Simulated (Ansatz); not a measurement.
C2H9BN2 can be A, `CCNBN`, or B, `NBCCN`.

Gas-phase electronic energies from Ansatz, PBE0-D4/def2-TZVP geometries. CCSD(T)/CBS is the MP2 limit (def2-TZVPP, def2-QZVPP) plus CCSD(T) − MP2 in def2-TZVPP, frozen cores. DFT in def2-TZVPP. One conformer a species, not always the lowest.

Which isomer does CCSD(T)/CBS put lower? Give the gap. (An estimate is asked.)

Computed: A, by 23.4 kcal/mol.

Give E(B) − E(A) in kcal/mol with r2SCAN-D4, CCSD/def2-TZVPP, PBE-D4, B2PLYP, ωB97M-V, PBE0-D4, MP2/def2-TZVPP. (Estimate.)

The calculation gave: r2SCAN-D4 24.2, CCSD/def2-TZVPP 23.4, PBE-D4 23.6, B2PLYP 24.6, ωB97M-V 23.6, PBE0-D4 23.8, MP2/def2-TZVPP 23.7. None reverses the order clearly.

Largest T1 diagnostic: 0.011.

In def2-TZVPP, CCSD(T) changes the Hartree–Fock value by −2.1 kcal/mol (the triples alone add −0.2 kcal/mol) and MP2 by −1.6 kcal/mol.
